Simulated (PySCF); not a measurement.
Several molecules and their computed UV-vis stick spectra, shuffled. Level of theory: TDDFT wB97X-D/def2-SVPD, vertical, gas phase, core orbitals frozen in the response (PySCF). Geometries: PBE0-D3(BJ)/def2-SVP; one conformer of each isolated species. Triplets are in the Tamm–Dancoff approximation.

A. `C/C=C(/C)CC(=S)CC(C)=S`
B. `B1CCC[C@@H]1C`
C. `N#C[SiH](O)O`

Lowest singlet levels (six at most, fewer where fewer were computed) with oscillator strengths:

1. 2.42 eV (f 0.003); 2.49 eV (f 0.001); 4.27 eV (f 0.013); 4.41 eV (f 0.010); 4.58 eV (f 0.060); 5.35 eV (f 0.246); T1 2.01 eV
2. 7.04 eV (f 0.000); 7.37 eV (f 0.001); 7.39 eV (f 0.000); 7.79 eV (f 0.006); 7.84 eV (f 0.006); 8.40 eV (f 0.011); T1 5.86 eV
3. 5.75 eV (f 0.001); 6.35 eV (f 0.004); 7.49 eV (f 0.022); 7.74 eV (f 0.029); 7.95 eV (f 0.010); 7.95 eV (f 0.008); T1 5.27 eV

Problem. Which spectrum belongs to which structure?

Solution. 1 = A, 2 = C, 3 = B.
- A: S1 at 2.42 eV, HOMO→LUMO (70%), HOMO→LUMO+1 (17%); Löwdin shares by element: HOMO sulfur 64%, carbon 14% or more (atoms not listed hold the other 21%); LUMO sulfur 44%, carbon 37% or more (atoms not listed hold the other 19%); HOMO -8.36 and LUMO -1.08 eV.
- B: S1 at 5.75 eV, HOMO→LUMO (94%); Löwdin shares by element: HOMO carbon 48% or more, boron 24% (atoms not listed hold the other 29%); LUMO boron 45%, carbon 24% or more, hydrogen 10% or more (atoms not listed hold the other 21%); HOMO -9.82 and LUMO 1.25 eV.
- C: S1 at 7.04 eV, HOMO-2→LUMO+1 (23%), HOMO-1→LUMO (21%), HOMO-2→LUMO (20%); Löwdin shares by element: HOMO oxygen 51%, silicon 13%, nitrogen 12% (atoms not listed hold the other 24%); LUMO silicon 25%, carbon 24%, nitrogen 24%, oxygen 11% or more (atoms not listed hold the other 17%); HOMO -11.80 and LUMO 0.85 eV.
